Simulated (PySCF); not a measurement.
Input of a run (PBE0-D3(BJ)/def2-SVP geometry optimisation, gas phase (PySCF 2.14.0)), started from a GFN2-xTB structure with every atom displaced at random (by about 0.01 Å):
```
{"job": {"xc": "PBE0", "basis": "def2-SVP", "d3": "d3bj", "grid": 1, "shake": 0.01, "kind": "geom"}, "charge": 0, "multiplicity": 1}
C      2.491450    -1.546640     0.059150
C      1.697220    -0.601200     0.077760
Si     0.478140     0.812410     0.073270
O      0.809330     1.863370    -1.128720
C     -1.220700     0.009460    -0.145830
C     -2.084730    -0.346720     0.791440
F     -1.556550    -0.180800    -1.443050
H      3.161510    -2.322740     0.031570
H      0.570020     1.639190     1.300020
H      0.572040     1.651580    -2.024820
H     -1.850130    -0.213520     1.839370
H     -3.027900    -0.792670     0.560810
```

Output (energies in Eh, forces in Eh/bohr):
```
step   0  E = -619.11858968  max force = 0.061612
step   1  E = -619.12338172  max force = 0.005466
step   2  E = -619.12371993  max force = 0.002562
step   3  E = -619.12395003  max force = 0.002329
step   4  E = -619.12409208  max force = 0.002211
step   5  E = -619.12422458  max force = 0.001210
step   6  E = -619.12437793  max force = 0.002011
step   7  E = -619.12449539  max force = 0.003005
step   8  E = -619.12459884  max force = 0.002237
step   9  E = -619.12484170  max force = 0.001839
step  10  E = -619.12493430  max force = 0.001699
step  11  E = -619.12471969  max force = 0.001735
step  12  E = -619.12498256  max force = 0.001102
step  13  E = -619.12504880  max force = 0.000888
step  14  E = -619.12508006  max force = 0.000385
step  15  E = -619.12513270  max force = 0.001142
step  16  E = -619.12515548  max force = 0.000996
step  17  E = -619.12516583  max force = 0.000592
step  18  E = -619.12516962  max force = 0.000286
optimisation converged
```

Problem. Summarise the run.

Solution. The energy falls by 4.1 kcal/mol over 19 energy and gradient evaluations, the largest force component goes from 0.0616 to 2.9e-04 Eh/bohr, and the atoms move by 0.381 Å rms after alignment. The bond that changes most is C1–H8 (terminal alkyne carbon to alkyne hydrogen), which lengthens by 0.050 Å. Bonds longer at the end by more than 0.005 Å: 6 of 11; shorter: 4. Among the angles that change most is C5–Si3–H9, from 112.8° to 107.9°. Among the dihedrals that turn most is C5–Si3–O4–H10, from -40° to -84°. The energy rose by more than 1e-6 Eh at step 11. The first step brought 73 % of the lowering.

Problem. What are the final bond lengths?

Solution. C1≡C2 1.217 Å, C2–Si3 1.834 Å, Si3–O4 1.660 Å, Si3–C5 1.881 Å, C5=C6 1.333 Å, C5–F7 1.347 Å, C1–H8 1.076 Å, Si3–H9 1.483 Å, O4–H10 0.962 Å, C6–H11 1.091 Å, C6–H12 1.094 Å. Numbering counts from 1 in the input's order; the species is `C=C(F)[Si@@H](C#C)O`.

The run used 127 basis functions and 144 SCF cycles in all. Time: 78 s of wall time; peak memory 0.53 GiB. Hardware: an Intel Xeon 6975P-C with one thread, shared host with 128 logical CPUs at a one-minute load of 14.

Not checked by PBE0-D3(BJ)/def2-SVP frequencies. The numbers are those of one conformer.
